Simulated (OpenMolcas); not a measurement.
# Au3+: ligand-field states by method

Au3+ with its 6 nearest fluoride ions at 2.196 Å, on the Ca site of CsCaF3 (a = 4.526 Å, distance in the model lattice 2.263 Å). The rest of the host is ab initio model potentials to 7.6 Å, with orthogonalisation functions on the cations behind the ligands, and point charges beyond; the distance is set by hand and nothing relaxes, and no local charge compensation is placed. Ligand basis ANO-RCC-VDZP.
```
Au    0.0000    0.0000    0.0000
F     2.1960    0.0000    0.0000
F     0.0000    2.1960    0.0000
F    -2.1960    0.0000    0.0000
F     0.0000   -2.1960    0.0000
F     0.0000    0.0000    2.1960
F     0.0000    0.0000   -2.1960
```

- Program: OpenMolcas
- Basis: ANO-RCC-VTZP [8s7p5d3f1g]
- Scalar Hamiltonian: DKH2, point nucleus
- Active space: 8 electrons in 5 orbitals (5d)
- State averaging: 2S+1 = 3 even, 10 roots; 2S+1 = 1 even, 15 roots
- Spin-orbit coupling: state interaction with AMFI integrals over the reference wave functions

I. CASSCF
II. SS-CASPT2, IPEA 0.25 Eh, imaginary shift 0.1 Eh (closed shells correlated: 5s 5p and the ligand valence shells)

Spin-free states (labels of O, the rotations of Oh) in cm-1, each column counted from its own energy of the first state listed:

| State | Degeneracy | I | II |
| --- | --- | --- | --- |
| 3A2 | 1 | 0 | 0 |
| 1E | 2 | 11838 | 5040 |
| 3T2 | 3 | 16161 | 19530 |
| 1A1 | 1 | 21256 | 11880 |
| 3T1 | 3 | 23549 | 25530 |
| 1T2 | 3 | 27452 | 25310 |
| 1T1 | 3 | 31267 | 27170 |
| 3T1 | 3 | 36837 | 42280 |
| 1T2 | 3 | 46572 | 48250 |
| 1E | 2 | 46639 | 48090 |
| 1A1 | 1 | 65284 | 59430 |

From I to II, I's first state of the same spin (3T2) moves from 16161 to 19530 cm-1, by about +3400 cm-1.

From I to II, I's first state of another spin (1E) moves from 11838 to 5040 cm-1, by about -6800 cm-1.

I: A least-squares ligand-field fit to the states below 45000 cm-1, each weighted by its degeneracy and with a free common offset, gives 10Dq = 15961 cm-1, B = 825 cm-1 and C = 2672 cm-1 (C/B = 3.24), with an rms deviation of 92 cm-1. The same method and metal basis give the free ion B = 937 cm-1 (fit to its terms below 60000 cm-1, rms deviation 6 cm-1), so the nephelauxetic ratio is β = 825 / 937 = 0.88; it hangs on how both fits weigh the states, and computed free-ion B values tend to be too large, so β mixes covalency with correlation.

χT at 300 K: I 1.69, II 1.60 cm3 K/mol.

The states above are spin-free; spin-orbit coupling is strong here and shifts and splits them by thousands of cm-1.

Roots that are degenerate in the reference are averaged as groups; the widest CASPT2 spread within a group is 1300 cm-1 (the 3-fold group of multiplicity 1 near 27200 cm-1 above the lowest state of its run, II). Shifts and gaps below about the spread of the groups concerned are not significant. Over all roots computed the reference weight is 0.67 to 0.71 in II; a low but even weight reflects the number of correlated electrons. Real 4d8 and 5d8 ions are as a rule square planar and diamagnetic. The least metal-like active orbital is 78 % on the metal (Löwdin) and no ligand orbital is active, so the numbers are rough. Ligand-to-metal charge-transfer states are missing. With no ligand orbital active B as a rule stays too high, so bands that hang on it stand too high and its fall with covalency is understated. Without dynamic correlation the repulsion within the d shell is too large (B by tens of per cent), so at a given field states of lower spin stand too high (holds for I). With metal d orbitals alone the field can be off either way by tens of per cent (holds for I). With one d shell and no ligand orbital active, 10Dq can be off by a tenth or more (holds for II). No measured value stands beside these numbers; the geometry was set by hand and not optimised.
